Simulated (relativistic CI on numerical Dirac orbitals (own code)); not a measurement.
**Transition arrays of Sm24+**

Method of calculation: Dirac-Coulomb-Breit CI, separate exchange-only KLI orbitals for each configuration, model QED (radiative potential, 1s self-energy scaled to tabulated hydrogen-like ionisation energies), valence Slater integrals scaled by 0.9, whole transition arrays (own radial code, finite nucleus).

Configuration list (outside the closed core [Ar] 3d10 4s2): 4p6 4d2, 4p6 4d 4f, 4p5 4d3, 4p6 4d 5p, 4p6 4d 5f. Levels of other configurations are missing.

All E1 lines from the levels of 4p6 4d2; mean and standard deviation are weighted by gf, and upper levels are sorted by their leading configuration.

```csv
Upper configuration,Lines,Σgf,Mean (eV),Mean (nm),σ (eV),Strongest line (nm)
4p6 4d 4f,44,33.0,157.35,7.879,9.41,7.627
4p5 4d3,503,200.9,162.22,7.643,11.26,7.423
4p6 4d 5p,60,9.3,278.19,4.457,4.07,4.421
4p6 4d 5f,81,20.6,392.30,3.160,3.52,3.170
```

Σgf per state of the lower configuration in bins of 0.2 nm over the central range (centre: value): 3.1: 0.44, 4.5: 0.19, 7.1: 0.15, 7.3: 0.96, 7.5: 1.82, 7.7: 1.50, 7.9: 0.09, 8.1: 0.04, 8.3: 0.03, 8.5: 0.03, 8.7: 0.07, 8.9: 0.10, 9.1: 0.07, 9.3: 0.11, 9.5: 0.03, 9.7: 0.09.

(1) How do configuration mixing and the scaling of the Slater integrals move the arrays?

Results:

(1) Slater scale 0.9, no configuration mixing: 4p6 4d 4f 146.7 ± 5.0 eV (Σgf 53.9), 4p5 4d3 154.6 ± 14.7 eV (Σgf 166.0), 4p6 4d 5p 278.3 ± 4.1 eV (Σgf 10.3), 4p6 4d 5f 392.3 ± 3.5 eV (Σgf 21.0); Slater scale 1: 4p6 4d 4f 162.4 ± 6.5 eV (Σgf 45.9), 4p5 4d3 164.9 ± 11.9 eV (Σgf 192.4), 4p6 4d 5p 278.2 ± 4.2 eV (Σgf 9.1), 4p6 4d 5f 392.3 ± 3.6 eV (Σgf 20.6); Slater scale 0.8: 4p6 4d 4f 154.2 ± 9.1 eV (Σgf 37.2), 4p5 4d3 159.5 ± 11.4 eV (Σgf 192.4), 4p6 4d 5p 278.2 ± 4.0 eV (Σgf 9.4), 4p6 4d 5f 392.3 ± 3.4 eV (Σgf 20.7). With mixing, levels are counted to their leading configuration, so an array can shrink or vanish into another, and the sums then hold other lines.
